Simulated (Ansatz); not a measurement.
Basis sets compared for (ZnSe)6 prism (Zn6Se6). The state is a singlet with charge 0. Geometry r2SCAN-D4/def2-SVP. Ansatz on 2 threads of AMD EPYC 7R13 on a shared host and a share (18 GiB) of an NVIDIA H100 80GB HBM3; times are rough, and most runs start from earlier orbitals.

```xyz
12

Se    2.9497   -0.3722    0.2270
Se   -0.0844    2.9305    0.5423
Se   -0.7414   -0.9416    2.7300
Se    0.0844   -2.9305   -0.5423
Se    0.7414    0.9416   -2.7300
Se   -2.9497    0.3722   -0.2270
Zn    1.0721   -1.4633    1.2478
Zn    1.5723    1.4840   -0.4174
Zn   -1.2375    1.0507    1.4881
Zn   -1.5723   -1.4840    0.4173
Zn    1.2376   -1.0507   -1.4881
Zn   -1.0721    1.4632   -1.2478
```

Single mean-field runs in def2-TZVP are fitted with def2-universal-jkfit.

Binding counts from free atoms (Se triplet, Zn singlet) in the same basis, without a counterpoise term.

| level | functions | energy (Eh) | HOMO (eV) | LUMO (eV) | binding per atom (eV) | wall time |
| --- | --- | --- | --- | --- | --- | --- |
| PBE-D4/def2-SVP | 378 | -25079.2656 | -5.81 | -3.14 | 2.63 | 3.7 s |
| PBE0-D4/def2-SVP | 378 | -25079.8984 | -6.90 | -2.47 | 2.60 | 5.5 s |

(1) Estimate the rows for PBE-D4/def2-TZVP (with forces), PBE0-D4/def2-TZVP.

## Answers

(1) 
| level | functions | energy (Eh) | HOMO (eV) | LUMO (eV) | binding per atom (eV) | wall time |
| --- | --- | --- | --- | --- | --- | --- |
| PBE-D4/def2-TZVP (with forces) | 576 | -25082.5875 | -5.94 | -3.48 | 2.40 | 5.5 s |
| PBE0-D4/def2-TZVP | 576 | -25083.1669 | -6.95 | -2.80 | 2.43 | 4.6 s |
